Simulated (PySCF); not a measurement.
## `C[SiH2][SiH2]S(C)(=O)=O`, C2H10O2SSi2

Geometry:
```json
{"atom": "C1", "x (Å)": "-3.390", "y (Å)": "0.026", "z (Å)": "-0.316"}
{"atom": "Si2", "x (Å)": "-1.667", "y (Å)": "-0.545", "z (Å)": "-0.817"}
{"atom": "Si3", "x (Å)": "-0.038", "y (Å)": "0.301", "z (Å)": "0.642"}
{"atom": "S4", "x (Å)": "1.766", "y (Å)": "-0.025", "z (Å)": "-0.636"}
{"atom": "C5", "x (Å)": "3.256", "y (Å)": "0.239", "z (Å)": "0.321"}
{"atom": "O6", "x (Å)": "1.729", "y (Å)": "-1.454", "z (Å)": "-0.990"}
{"atom": "O7", "x (Å)": "1.747", "y (Å)": "0.998", "z (Å)": "-1.690"}
{"atom": "H8", "x (Å)": "-3.465", "y (Å)": "1.124", "z (Å)": "-0.337"}
{"atom": "H9", "x (Å)": "-4.136", "y (Å)": "-0.381", "z (Å)": "-1.016"}
{"atom": "H10", "x (Å)": "-3.648", "y (Å)": "-0.321", "z (Å)": "0.696"}
{"atom": "H11", "x (Å)": "-1.295", "y (Å)": "-0.046", "z (Å)": "-2.172"}
{"atom": "H12", "x (Å)": "-1.557", "y (Å)": "-2.032", "z (Å)": "-0.775"}
{"atom": "H13", "x (Å)": "0.161", "y (Å)": "-0.473", "z (Å)": "1.904"}
{"atom": "H14", "x (Å)": "-0.119", "y (Å)": "1.759", "z (Å)": "0.954"}
{"atom": "H15", "x (Å)": "3.314", "y (Å)": "1.293", "z (Å)": "0.619"}
{"atom": "H16", "x (Å)": "3.264", "y (Å)": "-0.438", "z (Å)": "1.185"}
{"atom": "H17", "x (Å)": "4.072", "y (Å)": "-0.012", "z (Å)": "-0.372"}
```

Method used: quadratic response CAM-B3LYP/def2-SVPD first hyperpolarisability, Taylor convention, gas phase (PySCF). Geometry: PBE0-D3(BJ)/def2-SVP.

(1) What is the first hyperpolarisability, and how does it disperse?

(2) Which lowest excitations, dipole and polarisabilities go with it?

## Answers

(1) In au, Taylor convention; the vector part is βᵢ = ⅓ Σⱼ (βᵢⱼⱼ + βⱼᵢⱼ + βⱼⱼᵢ); β∥ is 3/5 of the vector part along the dipole, the dipole points from − to +:
```csv
process,λ (nm),β vector norm,β∥,β HRS,depolarisation ratio
"static β(0;0,0)",∞,275.7,-162.3,108.1,6.15
"second harmonic β(−2ω;ω,ω)",1064,322.9,-191.4,127.5,6.04
"Pockels β(−ω;ω,0)",1064,289.9,-171.1,–,–
```

(2) S1 6.03 eV (f = 0.139); S2 6.55 eV (f = 0.002); S3 6.70 eV (f = 0.048); dipole 4.67 D; isotropic α 112.3 au static, 113.5 au at 1064 nm, 117.3 au at 532 nm.
